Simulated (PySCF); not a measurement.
A GIAO shielding run with PySCF (density fitting, non-relativistic, gas phase) on `C=C[Si@@](O)(C=O)[SiH2]C[SiH3]`, C4H12O2Si3:

```
$ OMP_NUM_THREADS=1 python probes_run.py task.json out

{"job": {"kind": "nmr", "xc": "PBE0", "basis": "pcSseg-1"}, "charge": 0, "multiplicity": 1}
C     -3.502688     0.783087    -0.973321
C     -2.604437    -0.190898    -0.967476
Si    -0.966129    -0.119472    -0.022170
O     -0.930743     1.134020     1.018953
C     -1.010559    -1.705386     1.063859
O     -0.955800    -1.640008     2.270591
Si     0.926215     0.064630    -1.338123
C      2.457679    -0.694794    -0.496637
Si     2.859881    -0.034047     1.243692
H     -4.421391     0.730795    -1.537937
H     -3.351690     1.685249    -0.403400
H     -2.799958    -1.072321    -1.567185
H     -1.160854     0.999609     1.937402
H     -1.068771    -2.704792     0.582971
H      0.727029    -0.617240    -2.631675
H      1.228023     1.463482    -1.673321
H      2.325926    -1.775886    -0.429698
H      3.322149    -0.541139    -1.143057
H      1.810407    -0.451070     2.172866
H      4.144836    -0.588163     1.685798
H      2.961956     1.426028     1.207395
```

Hardware: 1 thread of an Arm Neoverse V1, shared host. The job also computes population analyses, field gradients.

(1) How large is the calculation?

(2) How long does it take, and how much memory does it need?

## Answers

(1) 94 electrons, 234 basis functions and 1285 auxiliary functions.

(2) 65 s of wall time, with 15 SCF cycles and 5 response iterations; peak memory 1.1 GiB. Times on a shared host scatter by some tens of per cent.
